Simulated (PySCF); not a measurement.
**Two-component Hartree-Fock for Bi(74+) (bismuth, charge +74)**

Start: [He] 2s2 2p5; 2p1/2 filled at m_j = +1/2; 2p3/2 filled at m_j = -3/2, -1/2, +1/2, +3/2. Calculated with PySCF 2.14 in an even-tempered Gaussian basis (16 s from 64 bohr⁻², ratio 2.4; 13 p from 83 bohr⁻², ratio 2.4; 5 d from 280 bohr⁻², ratio 2.6; 4 f from 420 bohr⁻², ratio 2.6): generalised Hartree-Fock with the X2C-1e Hamiltonian and a Gaussian nucleus; one run each with spin-orbit coupling (SO) screened by Boettger's factors, then bare. This is a chosen level, not necessarily the ground level.

```csv
spinor shell,electrons,"ε, screened SO (eV)","ε, bare SO (eV)",weight of nominal j (bare SO),"rms radius, bare SO (bohr)"
1s1/2,2,-98694.6,-98694.7,1.000,0.0177
2s1/2,2,-23499.9,-23500.0,1.000,0.0703
2p1/2,1,-23014.1,-23069.3,1.000,0.0589
2p3/2,4,-20560.3,-20545.4,1.000,0.0670
```

```tsv
quantity	screened SO	bare SO
E (hartree)	-13491.37313	-13491.19135
M_J	1/2	1/2
⟨J²⟩	0.750	0.750
⟨L²⟩	2.029	2.031
⟨S²⟩	0.779	0.781
```

Each row is a mean over spinors that exchange with the open shell spreads, by up to 24.235 eV (2p3/2).

Breit and QED terms are absent; they matter most for the inner s and p1/2 levels.

Densities and radii are taken from the X2C orbitals without a picture-change correction, which distorts them close to the nucleus.
